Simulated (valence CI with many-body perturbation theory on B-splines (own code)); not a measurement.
**Which ion has this spectrum?**

A relativistic CI+MBPT calculation for an atom or ion with 13 electrons gives these levels (eV):

```tsv
J	Parity	E	g
1/2	odd	0.00	0.65
1/2	even	122.99	2.21
3/2	odd	146.06	1.33
3/2	even	247.04	1.65
5/2	even	260.61	1.36
3/2	even	278.27	0.95
1/2	even	286.48	1.22
3/2	even	327.86	0.83
5/2	even	353.28	1.23
3/2	odd	401.45	1.21
5/2	even	406.17	1.39
3/2	odd	415.38	0.57
5/2	odd	425.26	1.04
1/2	even	433.01	1.88
```

The energies are calculated, and their last digits are not significant.

Problem. Which is it?
A. Ce45+
B. Gd51+
C. Pm48+
D. Sm49+

Solution. C. Pm48+, ground level (3s^2 3p1/2) J=1/2.
